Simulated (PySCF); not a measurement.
## Worked example: dipole moment from atomic charges

(E)-1-bromo-1-chloro-2-fluoroethene (C₂HBrClF), SMILES F/C=C(\Cl)Br. Atoms are numbered in the order given.

```xyz
6

F     -1.1901    -2.4560     0.0000
C     -1.2016    -1.1258     0.0000
C     -0.0678    -0.4099     0.0000
Cl     1.4848    -1.1539     0.0000
Br    -0.1348     1.4746     0.0000
H     -2.1970    -0.6783     0.0000
```

Geometry optimised at TPSSh-D3(BJ)/def2-SVP.

Charges (e) from PBE/def2-TZVP (PySCF):

| atom | ESP fit | Mulliken |
|---|---|---|
| F1 | -0.136 | -0.133 |
| C2 | 0.238 | 0.014 |
| C3 | -0.318 | 0.039 |
| Cl4 | 0.078 | -0.034 |
| Br5 | 0.040 | -0.019 |
| H6 | 0.098 | 0.133 |

The dipole moment of the full density is 1.06 D.

Task: What dipole moment does each set of point charges give, and which comes closer to that of the density?

Result: 
μ = Σ q r, and 1 e Å = 4.8032 D.
ESP fit: Σ q r = (-0.207, 0.099, 0.000) e Å, |μ| = 1.10 D.
Mulliken: Σ q r = (-0.201, 0.216, 0.000) e Å, |μ| = 1.42 D.
ESP fit comes closer in size. Point charges leave out the atoms' own dipoles (lone pairs, polarised bonds); fits to the potential absorb them, partitions of the density don't.
